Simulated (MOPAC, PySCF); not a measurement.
[Y(OH)3], neutral singlet in the gas phase. 

Cartesian coordinates (Å):
```xyz
7

Y      0.1062    -0.2049    -0.0794
O     -0.5063    -1.3075     1.5182
H     -0.8099    -1.8332     2.2684
O      1.2465     1.4595     0.1971
H      1.7795     2.2511     0.3404
O     -0.4771    -0.7430    -1.9534
H     -0.7544    -0.9848    -2.8455
```
Charge 0, spin multiplicity 1.

All levels are single points at this geometry (TPSS-D3(BJ)/def2-SVP); Pople sets use spherical d functions. Orbital energies aren't observables, and empty levels follow the basis.

B3LYP-D3(BJ)/def2-TZVP in PySCF gives gap (eV) = 5.90.

Estimate the gap (eV) from each of these levels: PBE-D3(BJ)/def2-TZVP in PySCF; TPSSh-D3(BJ)/def2-TZVP in PySCF; B3LYP/6-311+G** (LANL2DZ on Y) in PySCF; B3LYP/LANL2DZ in PySCF; PBE/6-31G* (LANL2DZ on Y) in PySCF; SVWN5/6-31G* (LANL2DZ on Y) in PySCF; HF/6-31G* (LANL2DZ on Y) in PySCF; PM7 in MOPAC.


| level | gap (eV) |
|---|---|
| PBE-D3(BJ)/def2-TZVP in PySCF | 4.11 |
| TPSSh-D3(BJ)/def2-TZVP in PySCF | 5.37 |
| B3LYP/6-311+G** (LANL2DZ on Y) in PySCF | 5.80 |
| B3LYP/LANL2DZ in PySCF | 5.65 |
| PBE/6-31G* (LANL2DZ on Y) in PySCF | 3.75 |
| SVWN5/6-31G* (LANL2DZ on Y) in PySCF | 3.75 |
| HF/6-31G* (LANL2DZ on Y) in PySCF | 12.90 |
| PM7 in MOPAC | 12.86 |
